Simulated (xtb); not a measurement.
GeClBr, SMILES [Ge]([Cl])[Br] (connectivity only; charge and spin as stated), neutral, multiplicity 1. All values are semi-empirical tight-binding results from xtb (GFN2-xTB unless named), good for trends rather than for accurate numbers. Geometry optimised at GFN2-xTB.

Optimised geometry:

```xyz
3

Ge     0.7915     0.6103     0.0000
Cl    -0.9164     1.9268     0.0000
Br    -0.2785    -1.4939     0.0000
```
Charge 0, spin multiplicity 1.

For metal compounds this method's bond lengths and energies can be far off.

```yaml
point_group_as_xtb_finds_it: Cs
orbital_gap: 3.51 eV
zero_point_energy: 1.1 kcal/mol
G − E(el) at 298.15 K (modified RRHO): -18.0 kcal/mol
```

### Question
Give the atomic charges and the Wiberg bond orders between heavy atoms. (The exact figures need the calculation; the answer reports its results.)

### Answer
charges (e) Ge1 0.40, Cl2 -0.20, Br3 -0.20. Bond orders Ge1–Cl2 1.34, Ge1–Br3 1.31.
